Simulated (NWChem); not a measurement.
System: C₄H₇N; SMILES C#CCCN

NWChem input:

```
start job
memory heap 200 mb stack 900 mb global 1100 mb
geometry units angstroms noautoz
  C      0.577818    -2.216441    -0.070980
  C     -0.135266    -1.248996     0.084731
  C     -0.966733    -0.062243     0.254128
  C     -0.368644     1.185775    -0.397137
  N      0.871333     1.551212     0.250490
  H      1.198566    -3.083216    -0.202609
  H     -1.101444     0.131892     1.331629
  H     -1.966284    -0.259224    -0.168466
  H     -0.288606     1.000082    -1.489845
  H     -1.090635     2.010030    -0.271981
  H      1.279018     2.371031    -0.192977
  H      1.549517     0.797069     0.145074
end
basis spherical
  * library def2-tzvp
end
dft
  xc xctpssh
  iterations 150
  semidirect filesize 400000000
  mulliken
end
task dft energy
```

Output (shortened):

```
             Northwest Computational Chemistry Package (NWChem) 7.3.0
             --------------------------------------------------------

 C1  symmetry detected

                             Geometry "geometry" -> ""
                             -------------------------

 Output coordinates in angstroms (scale by  1.889725989 to convert to a.u.)

  No.       Tag          Charge          X              Y              Z
 ---- ---------------- ---------- -------------- -------------- --------------
    1 C                    6.0000     0.55864999    -2.21205196    -0.10377861
    2 C                    6.0000    -0.14761570    -1.24315565     0.07261088
    3 C                    6.0000    -0.97108918    -0.05460337     0.26664778
    4 C                    6.0000    -0.37878170     1.19680042    -0.38340289
    5 N                    7.0000     0.87345788     1.55131547     0.24645663
    6 H                    1.0000     1.17342457    -3.08012454    -0.25362977
    7 H                    1.0000    -1.08681612     0.13033577     1.34796579
    8 H                    1.0000    -1.97843784    -0.24368357    -0.14076695
    9 H                    1.0000    -0.31793991     1.02066304    -1.47892680
   10 H                    1.0000    -1.09507273     2.02282612    -0.23869621
   11 H                    1.0000     1.27707922     2.37343970    -0.19645962
   12 H                    1.0000     1.54657724     0.79539848     0.12285417

 Effective nuclear repulsion energy (a.u.)     157.9658039025

                                 NWChem DFT Module
                                 -----------------

 Summary of "ao basis" -> "ao basis" (spherical)
 ------------------------------------------------------------------------------
       Tag                 Description            Shells   Functions and Types
 ---------------- ------------------------------  ------  ---------------------
 C                         def2-tzvp                11       31   5s3p2d1f
 N                         def2-tzvp                11       31   5s3p2d1f
 H                         def2-tzvp                 4        6   3s1p

            General Information
            -------------------
          SCF calculation type: DFT
          Wavefunction type:  closed shell.
          No. of atoms     :    12
          No. of electrons :    38
           Alpha electrons :    19
            Beta electrons :    19
          Charge           :     0
          Spin multiplicity:     1
          Use of symmetry is: off; symmetry adaption is: off
          Maximum number of iterations: 150
          AO basis - number of functions:   197
                     number of shells:    83
          Convergence on energy requested:  1.00D-06
          Convergence on density requested:  1.00D-05
          Convergence on gradient requested:  5.00D-04

              XC Information
              --------------
                  TPSS hybrid Method XC Functional
                     Hartree-Fock (Exact) Exchange  0.100
                  TPSS metaGGA Exchange Functional  0.900
             TPSS03 metaGGA Correlation Functional  1.000

             Grid Information
             ----------------
          Grid used for XC integration:  medium
          Radial quadrature: Mura-Knowles
          Angular quadrature: Lebedev.
          Tag              B.-S. Rad. Rad. Pts. Rad. Cut. Ang. Pts.
          ---              ---------- --------- --------- ---------
          C                   0.70       49          12.0       434
          N                   0.65       49          12.0       434
          H                   0.35       45          13.0       434
          Grid pruning is: on
          Number of quadrature shells:   560
          Spatial weights used:  Erf1

      Superposition of Atomic Density Guess
      -------------------------------------

 Sum of atomic energies:        -208.49552903

      Non-variational initial energy
      ------------------------------

 Total energy =    -211.579561
 1-e energy   =    -591.419884
 2-e energy   =     221.874520
 HOMO         =      -0.313196
 LUMO         =       0.040272

------------------------------------------------------------
EAF file 0: "./job.aoints.0" size=880803840 bytes
------------------------------------------------------------
               write      read    awrite     aread      wait
               -----      ----    ------     -----      ----
     calls:     1680         0         0         0         0
   data(b): 8.81e+08  0.00e+00  0.00e+00  0.00e+00
   time(s): 0.00e+00  0.00e+00  0.00e+00  0.00e+00  0.00e+00
rate(mb/s): 0.00e+00  0.00e+00
------------------------------------------------------------

     ---------------------------------------------
      Total Density - Mulliken Population Analysis
     ---------------------------------------------

    Atom       Charge   Shell Charges
 -----------   ------   -------------------------------------------------------
    1 C    6     6.35   0.86  1.12  0.60  0.49  0.11  1.23  1.46  0.45  0.01  0.00  0.01
    2 C    6     6.00   0.86  1.12  0.60  0.51  0.14  1.18  1.21  0.27  0.02  0.08  0.01
    3 C    6     6.30   0.86  1.12  0.54  0.65  0.14  1.20  1.33  0.36  0.02  0.08  0.00
    4 C    6     6.09   0.86  1.12  0.54  0.64  0.11  1.15  1.24  0.32  0.02  0.09  0.01
    5 N    7     7.74   0.82  1.16  0.58  0.83  0.19  1.57  1.82  0.74  0.01  0.03  0.00
    6 H    1     0.74   0.21  0.42  0.09  0.02
    7 H    1     0.83   0.24  0.44  0.13  0.02
    8 H    1     0.82   0.24  0.44  0.12  0.02
    9 H    1     0.87   0.25  0.46  0.14  0.02
   10 H    1     0.86   0.25  0.46  0.13  0.02
   11 H    1     0.69   0.23  0.35  0.08  0.03
   12 H    1     0.70   0.23  0.35  0.09  0.03

[...]
```

Level: TPSSh/def2-TZVP. Geometry: optimised at PBE0/def2-SVP.
